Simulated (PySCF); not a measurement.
**Ionisation energy of Sm(47+) by level of theory**

Sm(47+) [Ne] 3s2 3p3 (4S) → Sm(48+) [Ne] 3s2 3p2 (3P), as a difference of total energies. Computed with PySCF 2.14 in an even-tempered Gaussian basis (18 s from 10 bohr⁻², ratio 2.5; 12 p from 14 bohr⁻², ratio 2.5; 4 d from 54 bohr⁻², ratio 2.7; 4 f from 80 bohr⁻², ratio 2.7), with scalar relativity by spin-free X2C-1e. Correlated levels: outer shells: 1s2 frozen; virtual orbitals above 40 to 60 times the deepest correlated orbital energy dropped. The calculations carry no spin-orbit coupling.

```csv
method,ionisation energy (eV)
UHF,4035.8
LDA,4035.8
PBE,4036.6
B2PLYP,4036.8
B97-3,4036.4
MP2 (outer shells),4036.3
SCS-MP2 (outer shells),4036.1
```

**Question.** Estimate what PBE0 gives.

**Answer.** 4036.7 eV, closest to B2PLYP among the rows shown.

**Question.** Estimate what r2SCAN gives.

**Answer.** 4037.7 eV, closest to B2PLYP among the rows shown.

Spin-orbit coupling is strong in these open shells (close to jj coupling). The scalar numbers leave it out and a first-order estimate fails, so it can dominate the gap to the real levels.

The ground level that NIST lists for one species does not belong to the high-spin term computed here, so part of any gap is the choice of state.

Breit and QED terms and the two-electron picture change are absent.

For comparison: 3971 ± 4 eV (theoretical estimate listed by NIST; NIST Atomic Spectra Database, ionization energies).
